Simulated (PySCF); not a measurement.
Hf²⁺: excitation energy

Hf²⁺ [Xe] 4f14 5d2 (3F) → Hf²⁺ [Xe] 4f14 5d1 6s1 (3D), as a difference of total energies. Computed with PySCF 2.14 in x2c-TZVPPall (11s7p7d3f1g, 97 functions), with the spin-free X2C one-electron Hamiltonian (Gaussian nucleus). Correlated levels: valence: [Xe] 4f14 frozen; valence and next inner shell: [Kr] 4d10 4f14 frozen. The calculations carry no spin-orbit coupling.

```tsv
method	excitation energy (eV)
UHF	0.261
PBE	-0.007
PBE0	0.176
r2SCAN	0.278
revPBE	0.079
wB97M-V	0.243
MP2 (valence)	0.240
SCS-MP2 (valence)	0.254
MP2 (valence and next inner shell)	-0.063
SCS-MP2 (valence and next inner shell)	0.014
```

Problem. How much does correlation contribute at MP2 (valence and next inner shell)?

Solution. -0.063 − (0.261) = -0.324 eV, measured against UHF.

A first-order spin-orbit estimate (lowest level to lowest level, LS coupling) adds 0.088 eV.

The basis was made for the ground configuration and has no added diffuse functions, so the excitation energy can come out too high.
